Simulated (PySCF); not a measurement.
Gas-phase reaction: 6 ZnCH₃ ⇌ 6 ZnH₂ + C₆H₆

Energies from PySCF (xtb for GFN2), thermal terms from the rigid-rotor harmonic-oscillator model, ideal gas at 1 bar. † marks an energy on the PBE0/def2-TZVP geometry and frequencies; other levels use their own. CCSD(T) freezes the core. 6-31G* has spherical d functions here. Open shells (unrestricted): ZnCH₃ (multiplicity 2); the rest are closed-shell singlets. GFN2 has no spin-polarisation term. B3LYP is the form with VWN-RPA correlation. Zn: all electrons, no relativistic terms. ZnCH₃, ZnH₂: computed as isolated molecules; such fragments, hydroxides, amides, oligomers or adducts are transient or little studied in the gas. CCSD(T) isn't extrapolated to the basis-set limit. The harmonic model lacks anharmonicity and excited electronic states, which grow with temperature; levels with a mode under 35 cm⁻¹ are left out.

ΔH° and ΔS° at 298 K: B3LYP/6-31G* -136 kJ, -33 J/K; CCSD(T)/def2-SVP† -298 kJ, -53 J/K; GFN2-xTB -1084 kJ, -60 J/K.

Problem. With the heat capacities included, give log10 K (1 bar) at 500, 600, 800, 1800, 2000 K from B3LYP/6-31G*, CCSD(T)/def2-SVP†, GFN2-xTB.

Solution. 
```tsv
T (K)	B3LYP/6-31G*	CCSD(T)/def2-SVP†	GFN2-xTB
500	12.7	28.4	110.2
600	10.4	23.3	91.5
800	7.8	17.0	68.2
1800	4.2	7.2	30.2
2000	4.0	6.5	27.3
```
